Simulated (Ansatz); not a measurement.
A made-up structure of BSiH3Te, singlet:

```csv
atom,x (Å),y (Å),z (Å)
Si1,-0.4669,-0.9042,-1.0001
B2,0.2676,0.1278,0.3110
Te3,1.4126,0.9104,1.8097
H4,-1.6118,-1.7999,-0.7284
H5,0.0262,0.4313,1.3937
H6,0.5620,2.3318,2.0353
```

It is relaxed with PBE-D4/def2-SVP and then PBE0-D4/def2-TZVP (Ansatz 0.2.0). Atoms count as bonded within 1.22 times the sum of their covalent radii (H–H: 0.88 Å). The end point is not checked to be a true minimum.

**Question.** Does its bonding change? (Judge from chemistry; the calculation decides.)

**Answer.** The calculation gives: Yes. Formed: Si1–H5, B2–H4; broken: Te3–H5.

Where it ends: The first stage lowers the energy by 4.31 eV in 23 steps. It ends as BSiH₃Te ([TeH][B]12[H][Si]1[H]2):
| atom | x (Å) | y (Å) | z (Å) |
| --- | --- | --- | --- |
| Si1 | -0.9098 | -0.7925 | -1.0127 |
| B2 | 0.1897 | 0.0101 | 0.2040 |
| Te3 | 1.6840 | 0.9078 | 1.4493 |
| H4 | -0.5325 | -1.0012 | 0.6444 |
| H5 | -0.8841 | 0.6872 | -0.1494 |
| H6 | 0.6426 | 1.2858 | 2.6858 |

Labels in which every atom is bracketed show which atoms are joined, not bond orders.

For scale, one of the runs: PBE0-D4/def2-TZVP relaxation, 136 basis functions, launched by `ansatz run in.yaml --threads 2 --pin off --events-out ev --progress --plain --max-ram 4352MiB`. Hardware: 2 CPU threads of an Arm Neoverse V1, shared host. Wall time about 24 s.
